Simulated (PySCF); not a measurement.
Ge(H)2(Vi)(OEt), C₄H₁₀GeO, SMILES [GeH2]([CH]=C)[O]CC, singlet (GFN2-xTB optimised geometry):

```
16

Ge    -1.228     0.065     0.000
C     -1.605    -0.954    -1.615
C     -2.685    -1.691    -1.812
O      0.527     0.065     0.000
C      1.369     0.732     0.916
C      2.792     0.712     0.378
H     -1.756    -0.562     1.276
H     -1.691     1.512     0.000
H     -0.843    -0.903    -2.382
H     -3.461    -1.769    -1.067
H     -2.846    -2.248    -2.723
H      1.037     1.769     1.059
H      1.331     0.230     1.891
H      3.117    -0.315     0.235
H      3.461     1.207     1.077
H      2.832     1.223    -0.580
```

Computed with PySCF with B3LYP/def2-TZVP.

Task: What are the frontier orbital energies and the dipole moment?

Result: HOMO-2 -8.05 eV, HOMO-1 -7.81 eV, HOMO -7.33 eV, LUMO -0.63 eV, LUMO+1 0.36 eV; dipole moment 0.57 D.

On the same geometry PBE/def2-TZVP in PySCF gives HOMO-2 -6.93 eV, HOMO-1 -6.80 eV, HOMO -6.03 eV, LUMO -1.42 eV, LUMO+1 -0.24 eV; dipole moment 0.48 D.

Meta-Löwdin charges at B3LYP/def2-TZVP: Ge1 0.77, C2 -0.30, C3 -0.22, O4 -0.62, C5 0.03, C6 -0.33, H7 -0.10, H8 -0.10, H9 0.13, H10 0.11, H11 0.12, H12 0.08, H13 0.09, H14 0.11, H15 0.11, H16 0.11.
